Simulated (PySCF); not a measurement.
Compound: C₇H₁₅PSi.
Numbering: `[CH3:1][C:2]1=[CH:3][P:4]1[CH2:5][Si:6]([CH3:7])([CH3:8])[CH3:9]`

Geometry (GFN2-xTB, Å), atoms numbered from 1 in this order:
```xyz
24
C7H15PSi angstrom
C      4.146   -0.096   -0.642
C      2.773   -0.554   -0.894
C      1.798   -0.668   -1.763
P      1.296   -1.359   -0.139
C      0.437    0.108    0.651
Si    -1.431    0.149    0.228
C     -2.196   -1.527    0.714
C     -1.644    0.425   -1.647
C     -2.265    1.563    1.200
H      4.755   -0.926   -0.283
H      4.590    0.310   -1.551
H      4.146    0.673    0.131
H      1.514   -0.487   -2.776
H      0.566    0.009    1.731
H      0.936    1.026    0.338
H     -1.693   -2.340    0.198
H     -2.102   -1.710    1.780
H     -3.251   -1.574    0.463
H     -1.180   -0.380   -2.209
H     -2.693    0.458   -1.925
H     -1.189    1.357   -1.969
H     -2.162    1.421    2.271
H     -1.836    2.530    0.955
H     -3.326    1.611    0.978
```

Probes without a nucleus sit at each ring's centroid and 1 Å off its mean plane on both sides; NICS is minus the shielding there, NICSzz its component along the normal. Level: GIAO PBE0/pcSseg-1 (PySCF, non-relativistic, gas phase) on the GFN2-xTB geometry, one conformer.

Ring bond lengths (Å), with Mayer bond orders in brackets: C2–C3 1.311 (1.69), C3–P4 1.835 (0.91), P4–C2 1.843 (0.88).

What do the NICS probes read (ppm)?

| ring | type | NICS(0) | NICS(1), two faces | NICS(1)zz, two faces | rms pucker (Å) | centre to ring atoms, mean (Å) |
| --- | --- | --- | --- | --- | --- | --- |
| C2–C3–P4 | 3-membered ring with P; formal bonds 1 double, 2 single | -25.2 | -5.5 / -9.9 | -12.8 / -20.6 | 0.00 | 0.96 |

What can be read from them?

- C2–C3–P4: mean NICS(1)zz -16.7 ppm, shielded. A hydrogen on C5, outside the ring, lies 1.56 Å from a NICS(1) probe. The two faces differ by 7.8 ppm, so no symmetry operation interchanges them. NICS(0) lies 18 ppm below the mean NICS(1).

And the bond-length index? HOMA = 1 − mean of α(R − Ropt)² over the ring bonds, with Krygowski's 1993 parameters (CC: Ropt 1.388 Å, α 257.7 Å⁻²; CP: Ropt 1.698 Å, α 118.91 Å⁻²).

- C2–C3–P4: HOMA -1.09; the largest term is that of P4–C2, α(R − Ropt)² = 2.52.

What is the mean of the two in-plane components of NICS at the first NICS(1) probe listed for ring C2–C3–P4, 1 Å off the ring?

The isotropic value is a third of the trace: (3 × -5.5 − (-12.8))/2 = -1.8 ppm.
